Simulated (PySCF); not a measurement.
Species: C5H8NO (doublet state).
Geometry (GFN2-xTB, Å), atoms numbered from 1 in this order:
```
atom  x, y, z in Å
C1     2.6415   -0.1903   -0.3744
C2     1.2110   -0.6576   -0.2162
O3     0.8834   -1.7424    0.2153
N4     0.2960    0.2912   -0.6169
C5    -1.0484    0.0923   -0.7120
C6    -2.0177   -0.5199    0.1974
C7    -2.1822    0.9186   -0.2782
H8     3.3111   -0.9893   -0.0706
H9     2.8253    0.6842    0.2476
H10    2.8427    0.0695   -1.4124
H11    0.6539    1.1706   -0.9708
H12   -2.7014   -1.2578   -0.1965
H13   -1.7281   -0.7143    1.2228
H14   -2.9744    1.1229   -0.9851
H15   -2.0172    1.7303    0.4225
```

The hyperfine couplings belong to this conformer and change with its torsions.

The species is `CC(=O)N[C]1CC1` [radical].

Method used: PySCF, UKS B3LYP, pcH-1 on C H N O, non-relativistic, mean-field spin-orbit, GIAO. The structure is a single GFN2-xTB conformer in the gas phase; no vibrational or solvent corrections. A GFN2-xTB geometry isn't a minimum of the functional, and hyperfine couplings can be far from their values at a DFT geometry. The SCF solution wasn't tested for stability.

Principal values of hyperfine tensors in MHz (contact and dipolar terms together), for some of the nuclei:

| atom | isotope | A1 | A2 | A3 |
| --- | --- | --- | --- | --- |
| C5 | 13C | 234.03 | 238.82 | 426.46 |
| H12 | 1H | 59.47 | 62.02 | 75.24 |
| H14 | 1H | 50.62 | 53.24 | 66.67 |
| H13 | 1H | 32.55 | 36.18 | 43.29 |
| H15 | 1H | 30.16 | 32.91 | 41.33 |
| H9 | 1H | 6.02 | 6.52 | 10.45 |
| H11 | 1H | -14.24 | -11.57 | 4.73 |
| H10 | 1H | 5.28 | 5.83 | 9.77 |

Give the isotropic coupling of each nucleus in MHz and in mT (g = 2.0029), and the anisotropic part.

a_iso is a third of the trace, T = A − a_iso, and a(mT) = a(MHz)/(g × 13.996).

| atom | a_iso (MHz) | a_iso (mT) | T1 | T2 | T3 |
| --- | --- | --- | --- | --- | --- |
| C5 | 299.77 | 10.693 | -65.74 | -60.95 | 126.69 |
| H12 | 65.58 | 2.339 | -6.11 | -3.56 | 9.66 |
| H14 | 56.84 | 2.028 | -6.23 | -3.60 | 9.83 |
| H13 | 37.34 | 1.332 | -4.79 | -1.16 | 5.95 |
| H15 | 34.80 | 1.241 | -4.64 | -1.89 | 6.53 |
| H9 | 7.66 | 0.273 | -1.65 | -1.14 | 2.79 |
| H11 | -7.03 | -0.251 | -7.21 | -4.54 | 11.75 |
| H10 | 6.96 | 0.248 | -1.68 | -1.13 | 2.81 |

What spin density at the nucleus of H14 lies behind its contact coupling (g_N = 5.58569)?

a_FC = (2μ0/3) gₑ μB g_N μN ρ(0)/(2S·h) = 800.24 MHz × g_N × ρ(0)/(2S), with ρ in bohr⁻³. With a_FC = 56.84 MHz and 2S = 1, ρ(0) = 0.01272 bohr⁻³. In magnitude that is 4.0 % of the 1/π = 0.318 of a free hydrogen atom.

C6 (13C, g_N = 1.40482) isn't in the table. Its spin density at the nucleus is -0.005348 bohr⁻³. What is its contact coupling?

By the same relation, a_FC = -6.01 MHz. Its full tensor has the principal values -10.59, -7.00, -0.45 MHz.

Name the largest traceless tensor T of the table and describe it.

C5: -65.7, -60.9, 126.7 MHz, nearly axial, close to the ratio −1:−1:+2, the form that spin in one p orbital centred on that nucleus gives.

In a single crystal, with the field along each principal axis of the tensor of H12 in turn, what first-order splitting does this nucleus give (isotropic g, quadrupole terms neglected)?

2 lines (I = 1/2), spaced by |A_i|/(g × 13.996): 2.12, 2.21, 2.68 mT along the axes of A1, A2 and A3.

Time: 58 s (with the writing of density and orbital grids); peak memory 1.0 GiB. Hardware: one thread of an Arm Neoverse V2 (shared host).
